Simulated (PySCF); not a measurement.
Gas-phase reaction: 2 GeHF3 + C4H10 (n-butane) → 2 GeH2F2 + 2 CH + 2 CH3F

Computed with PySCF and rigid-rotor harmonic-oscillator thermochemistry at 1 bar. S°(298 K) at PBE0/def2-TZVP differs from the NASA 1993 table for C4H10 (n-butane) (-9 J/mol/K); whether the harmonic model or the table's entry is off was not settled. † marks an energy on the PBE0/def2-TZVP geometry and frequencies; other levels use their own. 6-31G* has spherical d functions here. Open shells (unrestricted): CH (multiplicity 2, electronic degeneracy 4); the rest are closed-shell singlets. Spin-orbit splitting is ignored; it lowers the true energy and changes the entropy of CH. B3LYP is the form with VWN-RPA correlation. Ge: all electrons, no relativistic terms. GeHF3, GeH2F2: computed as isolated molecules; such fragments, hydroxides, amides, oligomers or adducts are transient or little studied in the gas. The harmonic model lacks anharmonicity and excited electronic states, which grow with temperature; levels with a mode under 35 cm⁻¹ are left out. Internal rotation in C4H10 (n-butane) is treated as a harmonic vibration of one conformer, which makes the entropy rough. Warning, spin contamination: CH (B3LYP/def2-TZVP†, BLYP/def2-TZVP†, M06-2X/def2-TZVP†, PBE/def2-SVP, PBE/def2-TZVP†, PBE0/def2-SVP†, r2SCAN/def2-TZVP†, LDA/def2-TZVP†).

```tsv
level	ΔE electronic, kJ	ΔH°(298 K), kJ	ΔS°(298 K), J/K	ΔG°(1600 K), kJ
B3LYP/6-31G*	1558	1494	476	737
B3LYP/def2-TZVP†	1509	1447	476	691
BLYP/def2-TZVP†	1482	1419	476	664
M06-2X/def2-TZVP†	1602	1540	476	784
PBE/def2-SVP	1632	1570	474	819
PBE/def2-TZVP†	1596	1533	476	778
PBE0/def2-SVP†	1618	1556	476	800
r2SCAN/def2-TZVP†	1591	1529	476	773
LDA/def2-TZVP†	1802	1740	476	984
```
ΔH° is lowest at BLYP/def2-TZVP† and highest at LDA/def2-TZVP†. No reference value is set beside these.
